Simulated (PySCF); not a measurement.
Computed shifts of a molecule H8N2Si2, PBE/pcSseg-1 run with PySCF, GIAO, gas phase, equivalent atoms averaged, in ppm (number of nuclei): ²⁹Si: -47.2 (1), -61.5 (1). ¹⁵N: 2.0 (1), 0.5 (1). ¹H: 5.51 (1), 5.47 (1), 5.28 (1), 5.14 (1), 1.01 (1), 0.20 (1), 0.00 (1), -0.56 (1). References: ²⁹Si against TMS (σ = 335.4 ppm); ¹⁵N against NH3 (σ = 267.0 ppm); ¹H against TMS (σ = 31.49 ppm), references at their B3LYP-D3(BJ)/def2-TZVP geometries, non-relativistic. Coordinates come from a PBE0-D3(BJ)/def2-SVP optimisation. The values are those of a single conformer.

Task: Pick the molecule that these values belong to.
(A) N[SiH2]N[SiH3]
(B) N[SiH2][SiH2]N
(C) N[SiH](N)[SiH3]

Result: B, N[SiH2][SiH2]N
